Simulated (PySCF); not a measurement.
Species: C₂H₅NSi.
Structure used (PBE0-D3(BJ)/def2-SVP), in Å, numbered top down from 1:
```
atom  x, y, z in Å
C1     2.4396   -0.1194   -0.1217
C2     1.2529    0.1538   -0.1526
Si3   -0.5613    0.5055   -0.1827
N4    -1.5760   -0.8771    0.0185
H5     3.4893   -0.3524   -0.0965
H6    -0.8709    1.1185   -1.5050
H7    -0.8437    1.4556    0.9299
H8    -1.6233   -1.5593   -0.7308
H9    -1.5923   -1.3438    0.9190
```

Computed with PBE0-D3(BJ)/def2-SVP geometry optimisation, gas phase (PySCF 2.14.0).

Take the most abundant isotopes and a rigid rotor. The values belong to one conformer with, in the numbering `[CH:1]#[C:2][SiH2:3][NH2:4]`, C2–Si3–N4–H -70° and 69°.

**Question.** Give the principal moments of inertia and the rotational constants in GHz.

**Answer.** Ia = 29.95, Ib = 157.97, Ic = 179.04 u·Å²; 505379 MHz·u·Å²/I gives 16873, 3199 and 2823 MHz, that is A = 16.873, B = 3.1992, C = 2.8227 GHz.

**Question.** What kind of rotor is it?

**Answer.** A near-prolate asymmetric top. Ray's parameter κ = (2B − A − C)/(A − C) = -0.946; −1 is the prolate and +1 the oblate limit.

**Question.** What does the inertial defect say?

**Answer.** Not planar: Δ = Ic − Ia − Ib = -8.88 u·Å². For a rigid frame Δ = −2 Σ m c², so Σ m c² = 4.44 u·Å² lies off the ab plane, practically all of it from hydrogen. The atom farthest from that plane is 1.23 Å away.

**Question.** List the rotational levels J(Ka,Kc) to J = 3 (cm⁻¹).

**Answer.** Above 0(0,0):
J = 1: 1(0,1) 0.2009, 1(1,1) 0.6570, 1(1,0) 0.6695
J = 2: 2(0,2) 0.6023, 2(1,2) 1.0462, 2(1,1) 1.0838, 2(2,1) 2.4522, 2(2,0) 2.4524
J = 3: 3(0,3) 1.2039, 3(1,3) 1.6298, 3(1,2) 1.7051, 3(2,2) 3.0548, 3(2,1) 3.0561, 3(3,1) 5.3669, 3(3,0) 5.3669
The levels of one J sum to (2J + 1)J(J + 1)(A + B + C)/3.

**Question.** Which lines would a microwave search look for?

**Answer.** The dipole components are |μa| = 0.16 D, |μb| = 1.56 D, |μc| = 0.00 D; the mirror of this Cs structure is the ab plane, so μc vanishes by symmetry (the 0.01 D computed is a residue) and there are no c-type lines. Intensities carry the squares of the components, which stand as 0.01 : 1.00 (a : b). Some lines, for components of 0.1 D or more:

```
type  branch         J(Ka,Kc)    MHz  lower level (cm⁻¹)
   a       Q  1(1,0) ← 1(1,1)    376               0.657
   a       Q  2(1,1) ← 2(1,2)   1129               1.046
   a       R  1(0,1) ← 0(0,0)   6022               0.000
   a       R  2(1,2) ← 1(1,1)  11667               0.657
   a       R  2(0,2) ← 1(0,1)  12036               0.201
   a       R  2(1,1) ← 1(1,0)  12420               0.670
   b       Q  1(1,0) ← 1(0,1)  14051               0.201
   b       Q  2(1,1) ← 2(0,2)  14435               0.602
   b       R  1(1,1) ← 0(0,0)  19696               0.000
   b       R  2(1,2) ← 1(0,1)  25341               0.201
   b       Q  2(2,0) ← 2(1,1)  41030               1.084
   b       Q  2(2,1) ← 2(1,2)  42152               1.046
   b       R  2(2,1) ← 1(1,0)  53442               0.670
   b       R  2(2,0) ← 1(1,1)  53827               0.657
```

**Question.** Estimate the classical rotational partition function at 10 K, 50 K and 500 K.

**Answer.** Point group Cs, symmetry number σ = 1; q = (√π/σ)·√((kT/h)³/(ABC)), k/h = 20836.6 MHz/K: 432 at 10 K, 4830 at 50 K, 153000 at 500 K.

No PBE0-D3(BJ)/def2-SVP frequencies stand behind this structure, so it isn't proved a minimum. No vibrational averaging or centrifugal distortion is included, and the geometry carries the error of its method. A rigid rotor knows nothing of inversion at nitrogen, which can split or shift real lines. Quadrupole hyperfine structure (14N) is left out.

On one thread of an x86-64 server, shared host, this took 6.9 s wall. That covers the optimisation of the geometry.
